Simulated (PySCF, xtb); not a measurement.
H3O3Si, SMILES O[Si](O)O (connectivity only; charge and spin as stated), charge +1, multiplicity 1.

xtb with GFN2-xTB at its own geometry gives an orbital gap of 8.15 eV.

Geometry optimised at TPSSh-D3(BJ)/def2-SVP. The multiplicity is an assumed one; other spin states were not compared. The isomer is the one that the SMILES or the coordinates give; other isomers of the formula were not compared. Other conformers were not sampled.

Problem. What does HF/def2-TZVPD (PySCF) give? (An estimate is asked for; the answer gives what the named calculation found.)

Solution. gap 16.80 eV (levels -20.81 and -4.01 eV).
